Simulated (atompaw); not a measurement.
# u(r) = r·R(r): atom against pseudo-atom (Dy (Z = 66))

Columns: radius, all-electron u(r) and pseudo u(r) of the 5s shell (level -42.12 eV) of dysprosium in the configuration [Kr] 4d10 4f10 5s2 5p6 5d0 6s2 6p0; LDA (PW92), non-relativistic, PAW (atompaw) scheme, atompaw 4.2.0.5.

```json
{"r (bohr)": "0.104", "all-electron": "-0.0556", "pseudo": "0.1830"}
{"r (bohr)": "0.208", "all-electron": "0.3352", "pseudo": "0.3606"}
{"r (bohr)": "0.312", "all-electron": "-0.1464", "pseudo": "0.5275"}
{"r (bohr)": "0.415", "all-electron": "-0.5011", "pseudo": "0.6778"}
{"r (bohr)": "0.519", "all-electron": "-0.4578", "pseudo": "0.8104"}
{"r (bohr)": "0.623", "all-electron": "-0.1683", "pseudo": "0.9206"}
{"r (bohr)": "0.727", "all-electron": "0.1868", "pseudo": "1.0062"}
{"r (bohr)": "0.831", "all-electron": "0.5035", "pseudo": "1.0661"}
{"r (bohr)": "0.935", "all-electron": "0.7411", "pseudo": "1.1002"}
{"r (bohr)": "1.038", "all-electron": "0.8932", "pseudo": "1.1097"}
{"r (bohr)": "1.142", "all-electron": "0.9735", "pseudo": "1.0965"}
{"r (bohr)": "1.246", "all-electron": "0.9961", "pseudo": "1.0631"}
{"r (bohr)": "1.350", "all-electron": "0.9769", "pseudo": "1.0130"}
{"r (bohr)": "1.454", "all-electron": "0.9295", "pseudo": "0.9496"}
{"r (bohr)": "1.558", "all-electron": "0.8648", "pseudo": "0.8770"}
{"r (bohr)": "1.662", "all-electron": "0.7909", "pseudo": "0.7989"}
{"r (bohr)": "1.765", "all-electron": "0.7145", "pseudo": "0.7199"}
{"r (bohr)": "1.869", "all-electron": "0.6379", "pseudo": "0.6412"}
{"r (bohr)": "1.973", "all-electron": "0.5646", "pseudo": "0.5662"}
{"r (bohr)": "2.077", "all-electron": "0.4961", "pseudo": "0.4966"}
{"r (bohr)": "2.181", "all-electron": "0.4334", "pseudo": "0.4334"}
{"r (bohr)": "2.285", "all-electron": "0.3766", "pseudo": "0.3766"}
{"r (bohr)": "2.388", "all-electron": "0.3264", "pseudo": "0.3264"}
{"r (bohr)": "2.492", "all-electron": "0.2814", "pseudo": "0.2814"}
{"r (bohr)": "2.596", "all-electron": "0.2420", "pseudo": "0.2420"}
{"r (bohr)": "2.700", "all-electron": "0.2075", "pseudo": "0.2075"}
```

Q: How many radial nodes do the two functions have?

A: The all-electron 5s function has n − l − 1 = 4 (the table is too coarse to show those close to the nucleus); the pseudo-wave has 0, since the states of the same l below it are removed with the core.

Q: At about which radius was the pseudo-wave matched?

A: 2.25 bohr, where the columns begin to agree (steps of 0.10 bohr).

Q: Where does each function peak?

A: Outermost all-electron maximum near 1.25 bohr, pseudo maximum near 1.04 bohr (to the table’s step).

Q: Is the pseudo-wave norm-conserving?

A: No, it belongs to a PAW set: the norm inside the radius is not constrained, and the difference is carried by the augmentation charge.
